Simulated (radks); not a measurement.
The numbers below are computed, except where a source is named.
Sn40+, configuration [Ne] (the NIST ground configuration). Level of theory: scalar-relativistic Kohn-Sham, r2SCAN, spin-polarised, spherical densities, finite nucleus; meta-GGA in the generalised Kohn-Sham scheme; Fermi nuclear charge, rms radius 4.6519 fm (a radial shooting solver on a logarithmic mesh with Libxc functionals).

Normalised radial functions P(r) = r R(r), r in bohr:

```
   r/bohr * 1s, o 2s, + 2p (the largest magnitude, 5.24, reaches the edge; | marks zero, & curves that meet)
 0.001005                             +o  *
  0.00134                             + o   *
 0.001787                             + o    *
 0.002384                             +  o     *
 0.003179                             +   o      *
  0.00424                             +    o        *
  0.00561                             |+    o          *
 0.007483                             |+     o            *
 0.009981                             |+      o              *
  0.01331                             | +     o                 *
  0.01775                             |   +   o                  *
  0.02368                             |     &                   *
  0.03158                             |  o    +              *
  0.04212                           o |          +      *
  0.05618                     o       |           *+
  0.07494                o            |     *        +
  0.09915              o              | *            +
   0.1322               o             |*          +
   0.1764                   o         *       +
   0.2352                        o    *   +
   0.3138                            o*+
   0.4185                             &
```

1s: eigenvalue -31659 eV, 0 radial nodes, <r> = 0.0290 bohr, 90 % of the charge inside 0.0521 bohr. 2s: eigenvalue -6830.6 eV, 1 radial node at r = 0.0382 bohr, <r> = 0.123 bohr, 90 % of the charge inside 0.189 bohr. 2p: eigenvalue -6406.5 eV, 0 radial nodes, <r> = 0.107 bohr, 90 % of the charge inside 0.173 bohr.
